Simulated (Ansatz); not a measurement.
Mn₃, relaxed as a multiplicity 12 with UKS PBE0-D4/def2-TZVP in Ansatz, starting from the GFN2-xTB geometry. Force threshold 0.02 eV/Å.

The charge 0 multiplicity 12 is spin-contaminated (final ⟨S²⟩ up to 37.74, 35.75 for a pure state). The relaxation made no stability test and no search for a lower SCF solution. No other spin state of charge 0 was run. The structure comes from a short search, and lower isomers may exist.

Start:

```csv
atom,x (Å),y (Å),z (Å)
Mn1,-0.5591,0.7917,1.4280
Mn2,0.2409,-1.7083,-0.0018
Mn3,0.3182,0.9165,-1.4262
```

| step | energy (eV) | largest force component (eV/Å) | SCF passes |
| --- | --- | --- | --- |
| 1 | -93939.9929 | 1.101 | 106 |
| 2 | -93940.3462 | 1.478 | 51 |
| 3 | -93940.5788 | 1.165 | 40 |
| 4 | -93940.7406 | 0.679 | 37 |
| 5 | -93940.7993 | 0.085 | 35 |
| 6 | -93940.8001 | 0.007 | 27 |

Force components are those of the run's own axes.

End:

```
atom    x (Å)    y (Å)    z (Å)
 Mn1  -0.4708   0.6666   1.2025
 Mn2   0.2028  -1.4391  -0.0011
 Mn3   0.2680   0.7725  -1.2015
```

By distances, no bond broke or formed. The bond that changes most is Mn1–Mn2, from 2.99 to 2.52 Å (atoms count from 1). The end is the same structure that another start reached, the lowest one found.

No frequencies were taken in this run, so the end may be a saddle point.

Hardware: 4 threads of AMD EPYC 9B14 on a shared host. Wall time 18 s, peak host memory 0.6 GiB.
